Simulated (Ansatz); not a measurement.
`N[Si](F)(F)[SiH3]` + HCl → `F[Si](F)([SiH3])Cl` + NH₃ at 400 K and 1 bar (ligand exchange at the Si–N bond).

Calculated with Ansatz (gas phase, PBE0-D4/def2-TZVP geometries, no zero-point term in ΔE). CCSD(T)/CBS adds triple-zeta CCSD(T) − MP2 to the extrapolated MP2 energy (def2 sets, frozen cores). This one scheme is used for every species. Each species was taken in one conformer, which may not be the lowest.

```csv
species,CCSD(T)/CBS energy (Eh),H − E (kJ/mol),S (J/(mol·K))
`N[Si](F)(F)[SiH3]`,-835.62453,188.0,407.1
HCl,-460.38127,29.6,195.4
`F[Si](F)([SiH3])Cl`,-1239.50998,120.9,396.8
NH₃,-56.50880,104.2,203.1
```

H − E and S are ideal-gas, rigid-rotor, harmonic terms from PBE0-D4/def2-TZVP, for one conformer and one mirror image of each species. 1 Eh = 2625.50 kJ/mol, R = 8.31446 J/(mol·K).

Question: By hand: ΔE, ΔH, ΔS and ΔG.

Answer: ΔE = (-1239.50998) + (-56.50880) − (-835.62453) − (-460.38127) = -0.01298 Eh = -34.1 kJ/mol. Δ(H − E) = 120.9 + 104.2 − 188.0 − 29.6 = 7.5, so ΔH = -26.6 kJ/mol. ΔS = 396.8 + 203.1 − 407.1 − 195.4 = -2.6 J/(mol·K). ΔG = -26.6 − 400 × (-2.6)/1000 = -25.6 kJ/mol.

Question: By hand: the equilibrium constant, and the temperature at which ΔG would vanish if ΔH and ΔS stayed fixed.

Answer: log₁₀ K = −ΔG/(RT ln 10) = 3.3. ΔG = 0 at ΔH/ΔS = 10231 K, far beyond where these terms or the molecules hold.

The number of gas molecules stays the same, so ΔS is small and ΔH decides. A doubt of 5 kJ/mol in ΔE shifts log₁₀ K by 0.7 here. Other conformers and mirror images would add mixing entropy, several J/(mol·K) or more a flexible species. These are equilibria of isolated gas molecules and say nothing of rates. Largest T1 diagnostic: 0.012 (customary marks: 0.02 for closed shells, 0.045 for open ones).
